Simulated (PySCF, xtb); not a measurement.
SiFBr, SMILES F[Si]Br (connectivity only; charge and spin as stated), neutral, multiplicity 1.

Geometry: ωB97X-D3(BJ)/def2-TZVP.

Calculation: PySCF with IEF-PCM-M06-2X/def2-SVP.

The values are the electrostatic part of the solvation free energy, E(continuum) − E(gas) at the gas-phase geometry, in a cavity of scaled van der Waals radii (PySCF's table); cavitation and dispersion terms are not included. In vacuum the orbital gap is 7.05 eV. The dipole moment in vacuum is 1.32 D.

| solvent | ε | ΔG(elec) (kcal/mol) | dipole (D) | gap (eV) |
|---|---|---|---|---|
| water | 78.36 | -2.0 | 1.73 | 7.17 |
| ethylethanoate | 5.99 | -1.6 | 1.63 | 7.14 |
| dimethylsulfoxide | 46.83 | -2.0 | 1.73 | 7.17 |

For comparison, GFN2-xTB/ALPB(water) (xtb, at the GFN2-xTB geometry, all terms of that model) gives 1.0 kcal/mol.
